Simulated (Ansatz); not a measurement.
`O[SiH2]C#C[SiH2]O` + `CO[SiH](O)O` → `CO[SiH](O)O[SiH2]O` + `C#C[SiH2]O`  (ligand exchange at the Si–C bond)

Calculated with Ansatz (gas phase, PBE0-D4/def2-TZVP geometries, no zero-point term in ΔE). CBS: MP2 limit from def2 TZ/QZ plus the TZ coupled-cluster correction, frozen cores. DFT in def2-TZVPP. Each species was taken in one conformer, which may not be the lowest.

`O[SiH2]C#C[SiH2]O`:

Cartesian coordinates in Å:
```
O 0.384 -2.543 -2.038
Si 0.224 -2.413 -0.410
C 0.118 -0.660 0.109
C 0.071 0.506 0.448
Si -0.033 2.258 0.969
O -1.071 3.101 0.018
H 1.091 -2.053 -2.460
H 1.375 -3.006 0.316
H -1.032 -3.111 -0.064
H -0.452 2.258 2.393
H 1.286 2.905 0.810
H -1.960 2.759 -0.091
```

`CO[SiH](O)O`:

Cartesian coordinates in Å:
```
C 1.689 0.427 -0.186
O 0.585 -0.027 0.565
Si -0.855 -0.442 -0.092
O -1.658 0.795 -0.787
O -1.749 -1.027 1.143
H 1.894 -0.228 -1.040
H 1.521 1.442 -0.559
H 2.566 0.433 0.463
H -0.639 -1.410 -1.187
H -2.090 1.424 -0.206
H -1.263 -1.388 1.886
```

`CO[SiH](O)O[SiH2]O`:

Cartesian coordinates in Å:
```
C 1.676 1.433 0.759
O 0.840 0.407 0.258
Si -0.633 0.052 0.879
O -1.460 1.459 0.935
O -1.291 -1.036 -0.123
Si -0.916 -1.688 -1.587
O 0.706 -1.746 -1.778
H 1.168 2.401 0.728
H 2.568 1.480 0.134
H 1.983 1.224 1.788
H -0.538 -0.533 2.233
H -2.291 1.487 1.411
H -1.565 -0.852 -2.628
H -1.425 -3.075 -1.637
H 1.177 -1.011 -1.370
```

`C#C[SiH2]O`:

```xyz
8

C     0.709   -0.673    1.927
C     0.164   -0.362    0.897
Si   -0.657    0.132   -0.661
O     0.441    0.446   -1.840
H     1.189   -0.952    2.837
H    -1.496    1.318   -0.353
H    -1.490   -0.981   -1.162
H     1.139    1.072   -1.645
```

```csv
level,ΔE (kJ/mol),difference from CCSD(T)/CBS
r2SCAN-D4,-88.4,4.1
ωB97X-V,-92.3,0.2
ωB97M-V,-93.0,-0.5
B2PLYP,-88.9,3.6
PBE0,-79.7,12.8
HF/def2-TZVPP,-98.7,-6.2
SCS-MP2/def2-TZVPP,-91.2,1.3
CCSD/def2-TZVPP,-93.6,-1.1
HF/CBS(def2),-100.8,-8.3
CCSD/CBS(def2),-94.2,-1.7
CCSD(T)/CBS,-92.5,0
```

Largest T1 diagnostic among the species: 0.012.

In def2-TZVPP, CCSD(T) changes the Hartree–Fock value by +6.9 kJ/mol (the triples alone add +1.8 kJ/mol) and MP2 by +8.7 kJ/mol. The D4 term adds −7.0 kJ/mol with B3LYP and −4.0 kJ/mol with PBE0; it sums over pairs of atoms, weighted by their polarisabilities, and B3LYP, whose exchange is more repulsive, gets the larger term. From PBE to PBE0 (25 % exact exchange), in def2-TZVPP and without D4, ΔE moves by −6.5 kJ/mol.

B3LYP here is the variant with VWN-RPA as its local correlation; programs differ in this.
